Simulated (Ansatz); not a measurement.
Start from `C[NH][GeH]([Cl])[Cl]` and change one atom or group to get `C[NH][GeH]([Cl])[O]C`.

Ansatz, PBE0-D4/def2-TZVP geometries, multiplicity 1. Each molecule was computed in one conformer, which needn't be the lowest.

Scalar relativity is left out up to krypton.

```tsv
property	`C[NH][GeH]([Cl])[Cl]`
LUMO energy (B3LYP/def2-TZVPP) / eV	-0.74
LUMO energy (PBE/def2-TZVPP) / eV	-1.42
size of the dipole moment (B3LYP/def2-TZVPP) / D	2.37
size of the dipole moment (ωB97M-V/def2-TZVPP) / D	2.32
HOMO energy (PBE/def2-TZVPP) / eV	-6.10
HOMO energy (PBE0/def2-TZVPP) / eV	-7.50
```

Task: Give the same properties after the change, and the shifts. (Estimate.)

Result: The calculation gave: 
```
                                          property  `C[NH][GeH]([Cl])[O]C`  shift
               LUMO energy (B3LYP/def2-TZVPP) / eV                    0.05   0.79
                 LUMO energy (PBE/def2-TZVPP) / eV                   -0.63   0.79
  size of the dipole moment (B3LYP/def2-TZVPP) / D                    2.31  -0.06
size of the dipole moment (ωB97M-V/def2-TZVPP) / D                    2.30  -0.02
                 HOMO energy (PBE/def2-TZVPP) / eV                   -5.72   0.38
                HOMO energy (PBE0/def2-TZVPP) / eV                   -7.13   0.37
```

With PBE0 the HOMO rises by 0.37 eV and the LUMO rises by 0.80 eV, so the gap widens by about 0.43 eV. PBE moves the HOMO by 0.38 eV and ωB97M-V by 0.35 eV. Dipoles are sizes alone; their direction can turn.

B3LYP here is the variant with VWN-RPA as its local correlation; programs differ in this.
